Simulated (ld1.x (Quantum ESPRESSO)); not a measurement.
# Hf (Z = 72): excitation energies, all-electron against TM

- Element: hafnium
- Generator: ld1.x (Quantum ESPRESSO) 7.5
- Type: norm-conserving Troullier–Martins (Kleinman–Bylander form)
- Functional: LDA (PZ)
- Relativity: scalar-relativistic
- Frozen core: [Kr] 4d10 4f14
- Valence charge: 12
- Reference configuration: 5s2 5p6 5d2 6s0 6p0 (charge +2)
- Partial waves: 5s (bound): rc 1.80 bohr; 5d (bound): rc 2.80 bohr; 5p (bound): rc 2.15 bohr
- Local potential: the p channel
- Core correction: none

Energies are relative to the spin-unpolarised reference configuration 5s2 5p6 5d2 6s0 6p0; without spin polarisation the order of configurations can differ from experiment. Spin-polarised rows fill each open shell by Hund’s rule, majority spin first.

```tsv
valence configuration	charge	ΔE all-electron (eV)	error AE − PS (meV)
5s2 5p6 5d2 6s2 6p0	0	-22.701	+233
5s2 5p6 5d2 6s1 6p0	+1	-14.502	+136
5s2 5p6 5d1 6s0 6p0	+3	22.102	+1.1
5s2 5p6 5d2 6s1 6p1	0	-18.788	+259
5s2 5p6 5d2 6s0 6p1	+1	-9.707	+226
5s2 5p6 5d3 6s0 6p0	+1	-12.469	+2.0
5s2 5p6 5d1 6s2 6p0	+1	-15.971	+296
5s2 5p6 5d2 6s0 6p0 (spin-polarised)	+2	-0.616	+73
5s2 5p6 5d2 6s2 6p0 (spin-polarised)	0	-23.141	+276
```
